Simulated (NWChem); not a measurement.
SiH2BrCl; SMILES Br[SiH2]Cl

Results from NWChem. Coordinates come from a PBE0/def2-SVP optimisation. LC-ωPBE (HJS hole) with def2-SVP; x = 1 − exp(−ω/0.25 bohr⁻¹) is a scale chosen for this fit.

```csv
row,x,−ε(HOMO) (eV)
ω = 0.10,0.330,8.72
ω = 0.25,0.632,10.38
ω = 0.40,0.798,withheld
ω = 0.50,0.865,11.81
ω = 0.60,0.909,12.10
```

**Question.** Fit a straight line of the last column on the one before it, predict the withheld value, and compare with the run.

**Answer.** 
1. Means of the 4 shown rows: x = 0.6840, y = 10.753. Slope Σ(x − x̄)(y − ȳ)/Σ(x − x̄)² = 1.233/0.2114 = 5.835; intercept 6.761.
2. The shown rows scatter about the line by 0.042 (root mean square); the largest residual is -0.07, at ω = 0.25.
3. At x = 0.798 (ω = 0.40; inside the shown range) the line gives 11.42.
4. The run gives 11.38, -0.04 from the line, 1.0 times the scatter.
